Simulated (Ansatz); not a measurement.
`BN[SiH2]F`. Total charge 0; spin multiplicity 1. Geometry: relaxed with PBE0-D4/def2-TZVP. It is one conformer, not always the lowest.

```xyz
9

B    -0.318   -0.635   -1.382
N    -0.021   -0.660   -0.010
Si    0.188    0.726    0.997
F     1.740    1.023    1.232
H    -0.457    0.426   -1.919
H    -0.431   -1.662   -1.986
H     0.094   -1.569    0.418
H    -0.388    0.458    2.334
H    -0.407    1.892    0.316
```

**Question.** What is the dipole moment at PBE/def2-TZVPP? (Estimate.)

**Answer.** The calculation gave: 1.53 D, with components (-0.82, -0.91, 0.92) D in this frame, pointing from negative to positive charge.

**Question.** And with r2SCAN, B3LYP, ωB97M-V? (Best estimate.)

**Answer.** Ansatz gave: r2SCAN 1.53 D, B3LYP 1.55 D, ωB97M-V 1.55 D.

**Question.** Give the Mulliken charges with PBE, r2SCAN, ωB97M-V in def2-TZVPP. (Estimate.)

**Answer.** Ansatz gave: 
```json
{"atom": "B1", "PBE": "-0.11", "r2SCAN": "-0.02", "ωB97M-V": "-0.15"}
{"atom": "N2", "PBE": "-0.14", "r2SCAN": "-0.26", "ωB97M-V": "-0.22"}
{"atom": "Si3", "PBE": "0.52", "r2SCAN": "0.63", "ωB97M-V": "0.54"}
{"atom": "F4", "PBE": "-0.27", "r2SCAN": "-0.32", "ωB97M-V": "-0.31"}
{"atom": "H5", "PBE": "0.00", "r2SCAN": "-0.01", "ωB97M-V": "0.05"}
{"atom": "H6", "PBE": "0.00", "r2SCAN": "-0.02", "ωB97M-V": "0.05"}
{"atom": "H7", "PBE": "0.15", "r2SCAN": "0.16", "ωB97M-V": "0.12"}
{"atom": "H8", "PBE": "-0.08", "r2SCAN": "-0.09", "ωB97M-V": "-0.05"}
{"atom": "H9", "PBE": "-0.07", "r2SCAN": "-0.08", "ωB97M-V": "-0.03"}
```

B3LYP here is the variant with VWN-RPA as its local correlation; programs differ in this.
